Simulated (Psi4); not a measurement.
Cl$_{4}$Te (SMILES Cl[Te](Cl)(Cl)Cl), singlet, at a GFN2-xTB geometry (all electrons, no relativity); Psi4 with PBE/STO-3G.

The Psi4 input:
```
memory 2 GB

molecule {
0 1
Te   -0.00534842    0.01223355    0.48327654
Cl    1.16596908   -1.49075955   -0.82644836
Cl    1.90421897    1.50336856    0.12041395
Cl   -1.14657041    1.44638856   -0.92639152
Cl   -1.90725777   -1.49641785    0.15416827
}

set {
  basis sto-3g
  scf_type pk
  puream true
  d_convergence 1e-8
  dft_radial_points 99
  dft_spherical_points 590
}

energy('pbe')
print_variables()
```

Output, abridged:

```
   => Loading Basis Set <=

    Name: STO-3G
    Role: ORBITAL
    Keyword: BASIS

         ---------------------------------------------------------
                                   SCF
               by Justin Turney, Rob Parrish, Andy Simmonett
                          and Daniel G. A. Smith
                              RKS Reference
         ---------------------------------------------------------

  ==> Geometry <==

    Molecular point group: c1
    Full point group: C1

    Geometry (in Angstrom), charge = 0, multiplicity = 1:

       Center              X                  Y                   Z               Mass
    ------------   -----------------  -----------------  -----------------  -----------------
         TE          -0.004893581194     0.011193190028     0.442177910072   129.906222748000
         CL           1.166423918806    -1.491799909972    -0.867546989928    34.968852682000
         CL           1.904673808806     1.502328200028     0.079315320072    34.968852682000
         CL          -1.146115571194     1.445348200028    -0.967490149928    34.968852682000
         CL          -1.906802931194    -1.497458209972     0.113069640072    34.968852682000

  Running in c1 symmetry.

  Rotational constants: A =      0.05116  B =      0.03396  C =      0.02570 [cm^-1]
  Rotational constants: A =   1533.76782  B =   1018.19576  C =    770.54319 [MHz]
  Nuclear repulsion = 1048.582500991845336

  Charge       = 0
  Multiplicity = 1
  Electrons    = 120
  Nalpha       = 60
  Nbeta        = 60

  ==> Algorithm <==

  SCF Algorithm Type is PK.
  DIIS enabled.
  MOM disabled.
  Fractional occupation disabled.
  Guess Type is SAD.
  Energy threshold   = 1.00e-06
  Density threshold  = 1.00e-08
  Integral threshold = 1.00e-12

  ==> Primary Basis <==

  Basis Set: STO-3G
    Blend: STO-3G
    Number of shells: 31
    Number of basis functions: 63
    Number of Cartesian functions: 65
    Spherical Harmonics?: true
    Max angular momentum: 2

  ==> DFT Potential <==

   => LibXC <=

    Version 7.1.2
    S. Lehtola, C. Steigemann, M. J. T. Oliveira, and M. A. L. Marques,  SoftwareX 7, 1–5 (2018) (10.1016/j.softx.2017.11.002)

   => Composite Functional: PBE <=

    PBE GGA Exchange-Correlation Functional

    J.P. Perdew et. al., Phys. Rev. Lett., 77(18), 3865-3868, 1996

    Deriv               =              1
    GGA                 =           TRUE
    Meta                =          FALSE

    Exchange Hybrid     =          FALSE
    MP2 Hybrid          =          FALSE

   => Exchange Functionals <=

    1.0000     XC_GGA_X_PBE

   => Correlation Functionals <=

    1.0000     XC_GGA_C_PBE

   => LibXC Density Thresholds  <==

    XC_GGA_C_PBE:  1.00E-12
    XC_GGA_X_PBE:  1.00E-15

   => Molecular Quadrature <=

    Radial Scheme          =       TREUTLER
    Pruning Scheme         =           NONE
    Nuclear Scheme         =       TREUTLER

    Blocking Scheme        =         OCTREE
    BS radius alpha        =              1
    Pruning alpha          =              1
    Radial Points          =             99
    Spherical Points       =            590
    Total Points           =         254507
    Total Blocks           =           1963
    Max Points             =            256
    Max Functions          =             47
    Weights Tolerance      =       1.00E-15

  ==> Integral Setup <==

  Using in-core PK algorithm.
   Calculation information:
      Number of atoms:                   5
      Number of AO shells:              31
      Number of primitives:             93
      Number of atomic orbitals:        65
      Number of basis functions:        63

      Integral cutoff                 1.00e-12
      Number of threads:                 1

  Performing in-core PK
  Using 4066272 doubles for integral storage.
  We computed 63462 shell quartets total.
  Whereas there are 123256 unique shell quartets.

  ==> DiskJK: Disk-Based J/K Matrices <==

    J tasked:                  Yes
    K tasked:                   No
    wK tasked:                  No
    Schwarz Cutoff:          1E-12

  Minimum eigenvalue in the overlap matrix is 3.1819379097E-01.
  Reciprocal condition number of the overlap matrix is 1.7721310312E-01.
    Using symmetric orthogonalization.

  ==> Pre-Iterations <==

  SCF Guess: Superposition of Atomic Densities via on-the-fly atomic UHF (no occupation information).

   -------------------------
    Irrep   Nso     Nmo
   -------------------------
     A         63      63
   -------------------------
    Total      63      63
   -------------------------

  ==> Iterations <==

                        Total Energy        Delta E     RMS |[F,P]|

   @RKS iter SAD: -8367.01451123382867   -8.36701e+03   0.00000e+00
   @RKS iter   1: -8368.54702719991474   -1.53252e+00   3.15625e-03 ADIIS/DIIS
   @RKS iter   2: -8368.41364916457314    1.33378e-01   5.84650e-03 ADIIS/DIIS
   @RKS iter   3: -8368.58402929336808   -1.70380e-01   7.79277e-04 ADIIS/DIIS
   @RKS iter   4: -8368.58611050797481   -2.08121e-03   5.95056e-04 ADIIS/DIIS
   @RKS iter   5: -8368.58831699008260   -2.20648e-03   5.06601e-05 DIIS
   @RKS iter   6: -8368.58833271142248   -1.57213e-05   1.47606e-06 DIIS
   @RKS iter   7: -8368.58833272467746   -1.32550e-08   1.39063e-07 DIIS
   @RKS iter   8: -8368.58833272480661   -1.29148e-10   1.03118e-08 DIIS
   @RKS iter   9: -8368.58833272483571   -2.91038e-11   1.38692e-09 DIIS
  Energy and wave function converged.

  ==> Post-Iterations <==

   Electrons on quadrature grid:
      Ntotal   =  120.0000010874 ; deviation = 1.087e-06

    Orbital Energies [Eh]
    ---------------------

    Doubly Occupied:

[...]
    Virtual:

[...]
    Final Occupation by Irrep:
              A
    DOCC [    60 ]
    NA   [    60 ]
    NB   [    60 ]

  @RKS Final Energy: -8368.58833272483571

   => Energetics <=

    Nuclear Repulsion Energy =           1048.5825009918453361
    One-Electron Energy =              -13634.1449200135175488
    Two-Electron Energy =                4499.7993882924529316
    DFT Exchange-Correlation Energy =    -282.8253019956162575
    Empirical Dispersion Energy =           0.0000000000000000
    VV10 Nonlocal Energy =                  0.0000000000000000
    Total Energy =                      -8368.5883327248357091

Computation Completed

Properties will be evaluated at   0.000000,   0.000000,   0.000000 [a0]

Properties computed using the SCF density matrix

 Multipole Moments:

 ------------------------------------------------------------------------------------
     Multipole            Electronic (a.u.)      Nuclear  (a.u.)        Total (a.u.)
 ------------------------------------------------------------------------------------

 L = 1.  Multiply by 2.5417464519 to convert [e a0] to [Debye]
 Dipole X            :         -0.1092178            0.1031424           -0.0060754
 Dipole Y            :          0.2498168           -0.2359198            0.0138970
 Dipole Z            :          9.8688031           -9.3198188            0.5489843
 Magnitude           :                                                    0.5491938

 ------------------------------------------------------------------------------------

  Variable Map:
  ----------------------------------------------------------------------------
[...]
  Array Variable Map:
  ----------------------------------------------------------------------------
[...]
[...]
```
